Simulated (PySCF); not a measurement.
Compound: InMe2Cl, C2H6ClIn.
SMILES: `[CH3][In]([CH3])[Cl]`

Computed, not measured: PySCF 2.14.0, PBE0-D3(BJ)/def2-SVP geometry optimisation, gas phase, def2 core potentials past Kr.

Masses are those of the commonest isotopes; rigid-rotor values at the optimised geometry. 

What are A, B and C (GHz)?

Ia = 131.85, Ib = 207.56, Ic = 332.99 u·Å²; 505379 MHz·u·Å²/I gives 3833, 2435 and 1518 MHz, that is A = 3.8331, B = 2.4349, C = 1.5177 GHz.

Classify the top.

An asymmetric top: κ = (2 × 2435 − 3833 − 1518)/(3833 − 1518) = -0.21.

Is it planar, by Δ = Ic − Ia − Ib?

Not planar: Δ = Ic − Ia − Ib = -6.41 u·Å². For a rigid frame Δ = −2 Σ m c², so Σ m c² = 3.21 u·Å² lies off the ab plane, practically all of it from hydrogen. The atom farthest from that plane is 0.93 Å away.

Give the other two planar moments, Paa and Pbb, and the rms extents of the mass along the axes.

Paa = Σ m a² = (Ib + Ic − Ia)/2 = 204.35 and Pbb = Σ m b² = (Ia + Ic − Ib)/2 = 128.64 u·Å². With the mass M = 179.92 u, the rms extents √(P/M) along a, b and c are 1.07, 0.85, 0.13 Å.

Give the coordinates in the principal-axis frame, origin at the centre of mass.

The sense of each axis is arbitrary; atoms in the order of the calculation.
| atom | mass (u) | a (Å) | b (Å) | c (Å) |
| --- | --- | --- | --- | --- |
| In1 | 114.904 | 0.325 | 0.003 | 0.000 |
| C2 | 12.000 | 1.091 | 2.009 | 0.001 |
| H3 | 1.008 | 1.658 | 2.192 | -0.925 |
| H4 | 1.008 | 1.767 | 2.156 | 0.856 |
| H5 | 1.008 | 0.258 | 2.721 | 0.064 |
| C6 | 12.000 | 1.171 | -1.973 | 0.000 |
| H7 | 1.008 | 1.733 | -2.135 | 0.932 |
| H8 | 1.008 | 1.864 | -2.087 | -0.846 |
| H9 | 1.008 | 0.371 | -2.722 | -0.077 |
| Cl10 | 34.969 | -2.063 | -0.024 | 0.000 |

Where do the levels up to J = 5 lie, in MHz?

Above 0(0,0):
J = 1: 1(0,1) 3953, 1(1,1) 5351, 1(1,0) 6268
J = 2: 2(0,2) 11532, 2(1,2) 12339, 2(1,1) 15090, 2(2,1) 19285, 2(2,0) 19610
J = 3: 3(0,3) 22290, 3(1,3) 22643, 3(1,2) 28068, 3(2,2) 31143, 3(2,1) 32568, 3(3,1) 40604, 3(3,0) 40682
J = 4: 4(0,4) 36009, 4(1,4) 36137, 4(1,3) 44809, 4(2,3) 46692, 4(2,2) 50192, 4(3,2) 56896, 4(3,1) 57396, 4(4,1) 69496, 4(4,0) 69511
J = 5: 5(0,5) 52695, 5(1,5) 52736, 5(1,4) 64802, 5(2,4) 65739, 5(2,3) 72203, 5(3,3) 77208, 5(3,2) 78896, 5(4,2) 89974, 5(4,1) 90104, 5(5,1) 106031, 5(5,0) 106034
Those of J = 1 are B + C, A + C and A + B.

Predict some low-J microwave lines.

The dipole components are |μa| = 3.63 D, |μb| = 0.03 D, |μc| = 0.00 D. Intensities carry the squares of the components, which stand as 1.00 : 0.00 : 0.00 (a : b : c). Some lines, for components of 0.1 D or more:

```
type  branch         J(Ka,Kc)   MHz  lower level (cm⁻¹)
   a       Q  2(2,0) ← 2(2,1)   326               0.643
   a       Q  1(1,0) ← 1(1,1)   917               0.178
   a       Q  2(1,1) ← 2(1,2)  2752               0.412
   a       R  1(0,1) ← 0(0,0)  3953               0.000
   a       R  2(1,2) ← 1(1,1)  6988               0.178
   a       R  2(0,2) ← 1(0,1)  7580               0.132
   a       R  2(1,1) ← 1(1,0)  8822               0.209
```

Atoms past krypton carry def2 core potentials. No frequency check. Zero-point vibration and centrifugal distortion are left out. A rigid rotor knows nothing of internal rotation, which can split or shift real lines. Quadrupole hyperfine structure (35Cl) is left out.
